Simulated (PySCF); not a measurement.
## Electron correlation in Sc⁺ (scandium, charge +1)

[Ar] 3d1 4s1, high-spin 3D determinant. Calculation: PySCF 2.14, in cc-pVTZ-DK; the spin-free X2C one-electron Hamiltonian (Gaussian nucleus). Frozen: [Ar]; 2 electrons correlated.

Total MP2 correlation energy: -3.33 mhartree.

Same-spin part -3.33 and opposite-spin part 0.00 mhartree; SCS-MP2 scales them by 1/3 and 6/5 to -1.11 mhartree.
